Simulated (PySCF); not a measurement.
This PySCF input asks for the NMR shieldings of `CO[C@@H](C)B[C@H](C)B(F)F`, C5H12B2F2O; the geometry comes from GFN2-xTB.

```python
import basis_set_exchange as bse
import numpy as np
from pyscf import gto, dft
from pyscf.prop import nmr

atoms = """
C     2.725095    0.769436    1.159148
O     2.354972   -0.397537    0.483752
C     1.195262   -0.237341   -0.344464
C     1.138461   -1.488697   -1.238511
B    -0.168407   -0.053148    0.450105
C    -1.504485    0.324612   -0.317488
C    -2.305375    1.402147    0.446085
B    -2.333457   -1.011540   -0.457984
F    -3.233400   -1.403821    0.420947
F    -2.175624   -1.855897   -1.461507
H     3.596367    0.518648    1.761708
H     1.922062    1.133436    1.811924
H     2.989620    1.571187    0.454810
H     1.384201    0.627522   -1.010335
H     2.087124   -1.606017   -1.755851
H     0.336496   -1.403474   -1.964515
H     0.971662   -2.369663   -0.625652
H    -0.206115   -0.200290    1.609280
H    -1.277665    0.695057   -1.321380
H    -2.594926    1.037696    1.427466
H    -1.704904    2.299728    0.572382
H    -3.207374    1.667343   -0.100771
"""
names = dict.fromkeys(["C", "O", "B", "F", "H"], "pcSseg-1")
basis = {el: gto.basis.parse(bse.get_basis(n, elements=[el], fmt="nwchem")) for el, n in names.items()}
mol = gto.M(atom=atoms, basis=basis, charge=0, verbose=0)
mf = dft.RKS(mol, xc="PBE0")
mf.grids.level = 2
mf.grids.alignment = dft.numint.BLKSIZE   # the property module wants whole blocks of grid points
mf.conv_tol = 1e-9
mf.kernel()

calc = nmr.RKS(mf)   # GIAO
C = mf.mo_coeff
Co = C[:, mf.mo_occ > 0]
resp = mf.gen_response(singlet=True, hermi=2)
def vind(x):   # induced exchange potential for any number of trial vectors
    d = np.einsum("pi,xij,qj->xpq", C, 2 * x.reshape(-1, C.shape[1], Co.shape[1]), Co, optimize=True)
    return np.einsum("xpq,pi,qj->xij", resp(d - d.transpose(0, 2, 1)), C, Co, optimize=True).ravel()
mo1, _ = nmr.rhf.solve_mo1(calc, with_cphf=vind)
sigma = calc.kernel(mo1)
for i, s in enumerate(sigma):   # ppm
    print("%2d %-2s %9.2f" % (i, mol.atom_pure_symbol(i), np.trace(s) / 3))
```

Q: Give the expected output.

A: 
```
 0 C     125.87
 1 O     295.06
 2 C      99.96
 3 C     171.98
 4 B       7.23
 5 C     154.86
 6 C     175.10
 7 B      73.09
 8 F     240.19
 9 F     230.50
10 H      27.74
11 H      28.27
12 H      28.48
13 H      28.07
14 H      30.11
15 H      30.51
16 H      30.75
17 H      23.72
18 H      29.65
19 H      30.05
20 H      30.82
21 H      30.40
```

These numbers come from an equivalent density-fitted implementation of the same equations, which agrees with the script to about 0.01 ppm for H and up to a few tenths of a ppm for heavy atoms, so last digits may differ.

Size and cost of the density-fitted run: 230 basis functions, 100 s wall time on 1 thread of an Arm Neoverse N1, shared host; peak memory 1.1 GiB.
